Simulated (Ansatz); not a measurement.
`[NH]=[Nb]([OH])([OH])[F]`, relaxed with RKS PBE0-D4/def2-TZVP in the Gaussian-basis code of Ansatz from a PBE-D4/def2-SVP geometry. The force threshold is 0.005 eV/Å; the program also tests the step.

Total charge 0; spin multiplicity 1. Nb: def2 effective core potential.

Start:

```xyz
8

N     1.257   -0.543   -0.562
Nb   -0.048    0.452    0.079
O    -1.581    0.227   -1.038
O    -0.459   -0.158    1.841
F     0.513    2.263    0.103
H     2.052   -1.063   -0.941
H    -1.686   -0.309   -1.842
H    -0.047   -0.870    2.359
```

Question: How much energy does the relaxation release, and in how many steps? (An estimate is asked.)

Answer: Computed: 3.37 kJ/mol, in 5 steps.

Question: Which bonds change most? (Estimate.)

Answer: Computed: N1–Nb2 from 1.762 to 1.743 Å; N1–H6 from 1.023 to 1.008 Å; O4–H8 from 0.972 to 0.958 Å; O3–H7 from 0.972 to 0.958 Å.

Question: Give the relaxed structure. (Best estimate.)

Answer: Computed: 
```xyz
8

N     1.248   -0.539   -0.558
Nb   -0.047    0.441    0.077
O    -1.567    0.222   -1.034
O    -0.452   -0.161    1.829
F     0.501    2.241    0.104
H     2.028   -1.056   -0.931
H    -1.670   -0.295   -1.833
H    -0.042   -0.854    2.346
```
